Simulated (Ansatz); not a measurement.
Ansatz results at the PBE0-D4/def2-TZVP geometry: size of the dipole moment (B3LYP/def2-TZVPP) 2.29 D; HOMO–LUMO gap (PBE/def2-TZVPP) 4.93 eV; LUMO energy (PBE/def2-TZVPP) -2.41 eV.

Each molecule was computed in one conformer, which needn't be the lowest.

**Question.** Which molecule gave them?
A. `FB[O][InH2]`
B. `NC1O[SiH2]O1`
C. `C#COC(C)O`
D. `BNCOC`

**Answer.** A. The others give `C#COC(C)O`: 2.37, 5.66, -0.04; `BNCOC`: 2.27, 5.21, -0.90; `NC1O[SiH2]O1`: 1.09, 5.13, -1.23.

B3LYP here is the variant with VWN-RPA as its local correlation; programs differ in this.
